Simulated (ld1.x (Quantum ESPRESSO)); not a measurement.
**How hard is this chlorine TM potential?**

chlorine, norm-conserving Troullier–Martins (Kleinman–Bylander form), made with ld1.x (Quantum ESPRESSO) 7.5 (revPBE, non-relativistic). Core [Ne], reference 3s1 3p6. Waves: 3p (bound): rc 1.15 bohr; 3d channel at 0.15 Ry: rc 1.05 bohr; 3s (bound): rc 0.95 bohr. Local part: the s channel. Core correction: a·sin(br)/r model core, default radius (core density twice the valence density).

The pseudo-atom Hamiltonian at the reference potential is diagonalised in spherical Bessel functions j_l(qr) that vanish at 20 bohr, with q² up to the cutoff. All-electron valence levels (Ry): 3p -0.6697, 3s -1.5545.

Problem. How do the lowest levels (Ry) of each channel move with the cutoff, and are there ghosts?

Solution.

| cutoff (Ry) | p #1 | p #2 | d #1 | d #2 | s #1 | f #1 | Σ f·Δε (mRy) |
| --- | --- | --- | --- | --- | --- | --- | --- |
| 8 | -0.6063 | 0.0311 | 0.0730 | 0.1620 | -1.2278 | 0.1186 | 707.0 |
| 21 | -0.6625 | 0.0297 | 0.0728 | 0.1602 | -1.4003 | 0.1186 | 197.0 |
| 45 | -0.6635 | 0.0297 | 0.0727 | 0.1591 | -1.4437 | 0.1186 | 147.5 |
| 90 | -0.6693 | 0.0296 | 0.0726 | 0.1583 | -1.5482 | 0.1186 | 8.6 |
| 160 | -0.6696 | 0.0295 | 0.0726 | 0.1582 | -1.5529 | 0.1186 | 1.7 |
| 300 | -0.6697 | 0.0295 | 0.0726 | 0.1582 | -1.5541 | 0.1186 | 0.3 |
| 400 | -0.6697 | 0.0295 | 0.0726 | 0.1582 | -1.5543 | 0.1186 | 0.0 |

Result: no extra level below or beside the all-electron valence levels (p, d, s, f tested); 10 mRy is reached at 90 Ry and 1 mRy at 230 Ry.
